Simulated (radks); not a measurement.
The mean radii <r> (bohr) of the occupied orbitals of an atom or ion are listed with their occupations. Method: non-relativistic Kohn-Sham, exchange-only B88, spin-polarised, spherical densities, point nucleus; computed with a radial shooting solver on a logarithmic mesh with Libxc functionals.

orbital  occ.    <r>
1s up       1  1.540

Name the element and its charge. Open shells, if any, are filled with parallel spins first.

Answer. Z = 1, hydrogen, charge 0: H in 1s1. The 1s radius gives Z: for a bare nucleus <r> = 1.5/Z, 1.5 bohr for Z = 1, and the self-interaction of the functional makes it slightly larger (1.540 here). The occupations add up to 1, and the charge is Z minus that.
